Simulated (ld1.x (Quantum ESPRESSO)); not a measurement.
# Reading a pseudo-wave (nitrogen)

Columns: radius, all-electron u(r) and pseudo u(r) of the 2p shell (level -7.62 eV) of nitrogen in the configuration [He] 2s1 2p4; BP86, scalar-relativistic, RRKJ scheme, ld1.x (Quantum ESPRESSO) 7.5.

```csv
r (bohr),all-electron,pseudo
0.130,0.1125,0.0309
0.260,0.3049,0.1189
0.390,0.4805,0.2504
0.520,0.6145,0.4056
0.650,0.7056,0.5613
0.780,0.7588,0.6958
0.910,0.7813,0.7933
1.040,0.7809,0.8466
1.170,0.7643,0.8572
1.300,0.7368,0.8333
1.430,0.7023,0.7864
1.560,0.6637,0.7275
1.690,0.6232,0.6658
1.820,0.5822,0.6069
1.950,0.5416,0.5538
2.080,0.5022,0.5070
2.210,0.4643,0.4657
2.340,0.4284,0.4286
2.470,0.3944,0.3944
2.600,0.3625,0.3625
2.730,0.3327,0.3327
2.860,0.3049,0.3049
2.990,0.2791,0.2791
3.120,0.2552,0.2552
3.250,0.2332,0.2332
3.380,0.2128,0.2128
```

Task: How many radial nodes do the two functions have?

Result: The all-electron 2p function has n − l − 1 = 0; the pseudo-wave has 0.

Task: At about which radius was the pseudo-wave matched?

Result: 2.60 bohr. The columns agree to 0.0005 from 2.34 bohr on; several derivatives are matched, so the curves merge somewhat inside the radius.

Task: Where does each function peak?

Result: Outermost all-electron maximum near 0.91 bohr, pseudo maximum near 1.17 bohr (to the table’s step).

Task: Is the pseudo-wave norm-conserving?

Result: Yes: the RRKJ scheme keeps the norm inside the radius equal to the all-electron one, which fixes the energy derivative of the logarithmic derivative at the level.
